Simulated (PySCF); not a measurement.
# From computed data to an observable: chemical shift, span and skew from a shielding tensor

ethyl(silyl)silane (C2H10Si2), SMILES CC[SiH2][SiH3]. Atoms are numbered in the order given.

```xyz
14

C      1.9290    -0.8573    -0.7731
C      1.5229     0.5822    -0.4347
Si     0.0605     0.6882     0.7599
Si    -1.7743    -0.4678    -0.1130
H      2.7976    -0.8864    -1.4504
H      1.1082    -1.4031    -1.2677
H      2.1968    -1.4242     0.1339
H      2.3722     1.1297     0.0092
H      1.2518     1.1321    -1.3529
H      0.4272     0.0852     2.0796
H     -0.3220     2.1148     0.9943
H     -2.0510    -0.0010    -1.5065
H     -2.9984    -0.2455     0.7133
H     -1.5001    -1.9360    -0.1618
```

The structure is a stationary point at ωB97X-D3(BJ)/def2-SVP. Other conformers were not sampled.

GIAO shieldings from HF/pcSseg-1 run with PySCF, non-relativistic, no solvent. The symmetric part of the tensor of Si4 has the principal values 479.9, 490.0, 494.5 ppm. The same nucleus in TMS has σ = 393.8 ppm at this level (PySCF, at its B3LYP-D3(BJ)/def2-TZVP geometry).

Work out the isotropic shielding, the ²⁹Si shift against TMS, the span and the skew.


σ(iso) = (σ11 + σ22 + σ33)/3 = 488.1 ppm. δ = σ(ref) − σ(iso) = 393.8 − (488.1) = -94.3 ppm.
Span Ω = σ33 − σ11 = 14.6 ppm. Skew κ = 3(σ(iso) − σ22)/Ω = -0.38. Tumbling in solution averages the tensor to δ; in a static solid the shielding alone would spread this spin-1/2 line over Ω.
